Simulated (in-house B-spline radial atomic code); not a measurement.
Results of a calculation; reference values are marked as such.
Mo in an electron gas of r_s = 2.07: phase shifts, screening, friction and resistivity

A nucleus sits in a uniform electron gas with a rigid positive background. The Kohn-Sham equations are solved self-consistently in the spin-unpolarised LDA (PW92), non-relativistic, on B-splines with outgoing waves at the boundary and partial waves to l = 8. The model has no lattice, no bands and no magnetic solution. Atomic units; δ_l are the phase shifts at the Fermi level, counted so that each bound state adds π, and good to about 0.0005.

The density parameter is r_s = 2.07 bohr, near that of the valence electrons of Al (3 per atom, density 2.7 g/cm³, mass 26.98 u, which gives r_s = 2.07).

| l | δ_l (rad) |
| --- | --- |
| 0 | 11.7602 |
| 1 | 9.1684 |
| 2 | 5.2534 |
| 3 | 0.0466 |
| 4 | 0.0093 |
| 5 | 0.0014 |
| 6 | 0.0000 |
| 7 | -0.0003 |
| 8 | -0.0003 |

Bound levels below the band bottom (hartree): s -16.06, p -13.09, d -7.633, s -1.662, p -0.8309 and deeper ones.

Q: Check the Friedel sum rule, and say where the screening charge sits.

A: k_F = (9π/4)^(1/3)/r_s = 0.92713. The rule is Z = (2/π) Σ (2l + 1) δ_l. The terms are s 7.487, p 17.510, d 16.722, f 0.208 and 0.057 beyond, in all 41.984 against Z = 42. Bound states hold 8 s, 18 p, 10 d electrons, so the scattering states carry 5.98 in all; where a term is smaller than its bound count, the bound level has drawn weight out of the band.

Q: Find the transport cross section and the electronic stopping of a 2 keV Mo ion (mass 95.95 u).

A: σ_tr = (4π/k_F²) Σ (l + 1) sin²(δ_l − δ_(l+1)). The terms for l = 0 to 3 are 0.2730, 0.9760, 2.3245, 0.0056, all together 3.5794, so σ_tr = 14.619 × 3.5794 = 52.329 bohr². With n = 3/(4π r_s³) = 0.02692, the friction coefficient is Q = n k_F σ_tr = 1.3058. For v well below v_F = 0.927, dE/dx = Q v; with 24801 eV per u at v = 1, v = √(2000/(24801 × 95.95)) = 0.0290, so dE/dx = 0.03786 hartree/bohr = 19.5 eV/nm. The largest term couples the d and f waves.

Q: What residual resistivity would 1 atomic per cent of such centres give in Al?

A: Δρ = k_F n_i σ_tr/n in atomic units of 21.74 μΩ·cm. With one host atom per 3 electrons, n_i/n = 0.01/3, so Δρ = 0.9271 × 0.00333 × 52.329 × 21.74 = 3.52 μΩ·cm. This is an atom added to the gas, as on an interstitial site.

Q: On a substitutional site the background of one host ion, a sphere holding 3 charges, is taken out. The phase shifts for l = 0 to 4 become 11.4524, 8.9045, 4.6851, -0.0319, -0.0092. What follows?

A: The Friedel sum is now 38.99, for Z − 3 = 39. The sum in σ_tr is 4.8673, so σ_tr = 71.16 bohr² and Δρ = 4.78 μΩ·cm per atomic per cent, 1.36 times the value above. A real host ion scatters too, so this model doesn't give zero even for the host's own atom.
